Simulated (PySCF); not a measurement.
TiOCl, SMILES [Cl][Ti]=[O] (connectivity only; charge and spin as stated), neutral, multiplicity 2. Atoms are numbered in the order given.

```xyz
3

Ti     0.3494    -0.5856     0.0000
O     -0.6082    -1.8764     0.0000
Cl    -0.1659     1.6408     0.0000
```
Charge 0, spin multiplicity 2.

Geometry: PBE0-D3(BJ)/def2-TZVP. The spin state was assumed, not searched.

Calculation: TDA-PBE0/def2-SVPD (PySCF).

Vertical excitations. Isolated molecule, no solvent.

```json
[
 {"state": "root 1", "energy (eV)": "0.36", "λ (nm)": "3453", "f": "0.000", "main pairs": "α HOMO→LUMO+1 94 %"},
 {"state": "root 2", "energy (eV)": "0.94", "λ (nm)": "1323", "f": "0.000", "main pairs": "α HOMO→LUMO 94 %"},
 {"state": "root 3", "energy (eV)": "1.95", "λ (nm)": "636", "f": "0.003", "main pairs": "α HOMO→LUMO+2 89 %"},
 {"state": "root 4", "energy (eV)": "2.62", "λ (nm)": "473", "f": "0.002", "main pairs": "α HOMO→LUMO+3 89 %"},
 {"state": "root 5", "energy (eV)": "4.03", "λ (nm)": "307", "f": "0.003", "main pairs": "α HOMO−1→LUMO 80 %"},
 {"state": "root 6", "energy (eV)": "4.26", "λ (nm)": "291", "f": "0.001", "main pairs": "α HOMO→LUMO+4 75 %"},
 {"state": "root 7", "energy (eV)": "4.39", "λ (nm)": "282", "f": "0.007", "main pairs": "α HOMO−2→LUMO 65 %, α HOMO−4→LUMO 30 %"},
 {"state": "root 8", "energy (eV)": "4.45", "λ (nm)": "278", "f": "0.001", "main pairs": "α HOMO−3→LUMO 57 %, α HOMO−5→LUMO 28 %"},
 {"state": "root 9", "energy (eV)": "4.64", "λ (nm)": "267", "f": "0.008", "main pairs": "α HOMO−1→LUMO 8 %, α HOMO−5→LUMO 6 %, β HOMO→LUMO 74 %"},
 {"state": "root 10", "energy (eV)": "4.69", "λ (nm)": "265", "f": "0.000", "main pairs": "α HOMO−1→LUMO+1 73 %, α HOMO−5→LUMO+1 12 %"}
]
```
Unrestricted roots are not spin-pure.
